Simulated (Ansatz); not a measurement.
System: sum formula H₈Si₃NO, net charge 0, doublet state. It need not be the lowest isomer of its formula. 
Coordinates optimised at B3LYP-D3(BJ)/def2-TZVP (Ansatz, a quantum-chemistry and plane-wave program):
SMILES: [SiH3][N][SiH2]O[SiH3]
```xyz
13

Si    -0.0139    -0.5898    -1.3471
N     -1.4777    -0.3168    -0.5129
Si    -2.1068     0.2665     0.9771
O      1.3649    -0.3327    -0.5034
Si     2.0847     0.5237     0.6953
H     -0.0180    -2.0084    -1.7635
H     -0.0425     0.3232    -2.5133
H     -2.3960     1.7054     0.7400
H     -3.3620    -0.4430     1.3127
H     -1.1660     0.1487     2.1201
H      1.2792     1.7265     1.0160
H      3.4308     0.9380     0.2452
H      2.2023    -0.3173     1.9068
```
Charge 0, spin multiplicity 2.

Parts of the frozen-core correlation energy in cc-pV(Q+d)Z (Ansatz, hartree). Frozen orbitals: 17; correlated occupied orbitals by spin: 16 and 15; virtual: 509 and 510. Open shells are spin-unrestricted. No spin-orbit coupling. No relativistic terms.

```
term                             value
-------------------------  -----------
reference (HF)             -1000.99143
MP2 opposite-spin           (withheld)
MP2 same-spin                 -0.16419
CCSD correlation            (withheld)
(T)                         (withheld)
T1 diagnostic                    0.016
largest doubles amplitude        0.008
<S^2> of the reference           0.760
```

**Question.** Fill in the missing entries.

**Answer.** 
- MP2 opposite-spin, value: -0.66658
- CCSD correlation, value: -0.89193
- (T), value: -0.03257
